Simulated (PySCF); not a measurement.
**Working with the constants of NaTl⁻**

ROHF-SCS-MP2 constants of NaTl⁻, doublet, unpaired electrons π ↑ (basis Na aug-cc-pVDZ, Tl aug-cc-pVDZ-PP with ECP60; scalar-relativistic core potentials; PySCF 2.14; masses 22.9898 and 204.9744 u):

```
ωe              : 108.6 cm⁻¹
ωexe            : 0.764 cm⁻¹
Be              : 0.073468 cm⁻¹
αe              : 0.000659 cm⁻¹
D (centrifugal) : 1.35e-07 cm⁻¹
De to Na⁻ + Tl  : 0.64 eV
```

Problem. Give the vibrational terms G(v) and spacings up to v = 6.

Solution. G(v) = ωe(v+½) − ωexe(v+½)².

```
v  G(v) (cm⁻¹)  G(v) − G(v−1)  Bv (cm⁻¹)
0         54.1                   0.07314
1        161.2          107.1    0.07248
2        266.7          105.5    0.07182
3        370.7          104.0    0.07116
4        473.2          102.5    0.07050
5        574.2          101.0    0.06984
6        673.6           99.4    0.06918
```

Problem. How well does the Morse estimate ωe²/(4ωexe) reproduce De, and what is D0?

Solution. It gives 0.48 eV, 75 % of the computed De. D0 = De − G(0) = 0.64 − 0.01 = 0.63 eV.

Correlated steps freeze 5 core orbitals. Correlated levels converge slowly with the basis: in double zeta they bind strong bonds too weakly, by up to about 1 eV, and carry superposition errors of some tenths. Spin–orbit coupling is left out, which matters for elements this heavy, above all for dissociation energies. For an ion De counts to the pair picked by the measured ionisation energies or electron affinities, which need not be the lowest pair at this level. The state is the lowest determinant that a PBE0 search found; another state may lie lower at other levels.
